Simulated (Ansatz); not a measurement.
A trace of molecular dynamics of C4H13NSi (19 atoms, charge 0, multiplicity 1).

All numbers below come from RKS PBE/STO-3G in Ansatz 0.2.0.

* ensemble: NVT, Nosé–Hoover chain
* set temperature: 700 K
* thermostat: time constant 20 fs, chain length 3
* seed: 8944

```tsv
time (fs)	T (K)	potential energy less start (eV)	conserved less start (meV/atom)
0.0	700	0.000	0.00
5.0	260	1.388	21.52
10.0	478	1.425	45.16
15.0	420	2.062	64.18
20.0	829	2.276	112.39
25.0	591	6.098	278.13
30.0	1493	4.047	272.25
35.0	88540	38.142	19182.50
40.0	24756	14.420	59381.55
45.0	3450	12.403	59383.86
50.0	1403	8.525	59315.37
55.0	1605	10.335	59593.68
60.0	251	11.890	59589.12
65.0	1130	9.075	59590.97
70.0	1041	9.420	59641.86
75.0	156	10.875	59639.91
80.0	801	7.466	59566.55
85.0	20482	14.019	63383.70
90.0	3196	14.360	63374.78
95.0	853	14.357	63374.66
100.0	334	14.323	63374.59
```

Question: Is this trajectory sound?

Answer: The conserved energy changed by up to 63000 meV per atom, so the integration failed: the time step of 2.5 fs is too long for the fastest motions that this run met, and the later frames carry no physical meaning.

The run took 120 s on 1 thread of Arm Neoverse V2 (shared host), peak memory 0.093 GiB.
